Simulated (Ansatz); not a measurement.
`CO[SiH](C)C#N` + CH₃OH → `CO[SiH](C#N)OC` + CH₄  (ligand exchange at the Si–C bond)

Calculated with Ansatz (gas phase, PBE0-D4/def2-TZVP geometries, no zero-point term in ΔE). CCSD(T)/CBS adds triple-zeta CCSD(T) − MP2 to the extrapolated MP2 energy (def2 sets, frozen cores). This one scheme is used for every species. DFT in def2-TZVPP. B3LYP here is the variant with VWN-RPA as its local correlation; programs differ in this. Each species was taken in one conformer, which may not be the lowest.

| level | ΔE (kJ/mol) |
| --- | --- |
| r2SCAN-D4 | -102.5 |
| PBE | -89.1 |
| r2SCAN | -101.9 |
| B3LYP | -102.6 |
| MP2/def2-TZVPP | -104.1 |
| CCSD/def2-TZVPP | -103.3 |
| CCSD(T)/def2-TZVPP | -102.3 |
| MP2/CBS(def2) | -103.1 |

**Question.** What does CCSD(T)/CBS give? (An estimate is asked.)

**Answer.** Computed: -101.3 kJ/mol. The listed levels differ from it by -1.2, 12.2, -0.6, -1.3, -2.8, -2.0, -1.0, -1.8 kJ/mol.

Largest T1 diagnostic among the species: 0.012.

From PBE to PBE0 (25 % exact exchange), in def2-TZVPP and without D4, ΔE moves by −3.0 kJ/mol. In def2-TZVPP, CCSD(T) changes the Hartree–Fock value by +12.5 kJ/mol (the triples alone add +1.0 kJ/mol) and MP2 by +10.7 kJ/mol.

CCSD(T)/CBS has its own doubt, a few kJ/mol and more with outer-core shells, so smaller differences from it don't rank the levels.
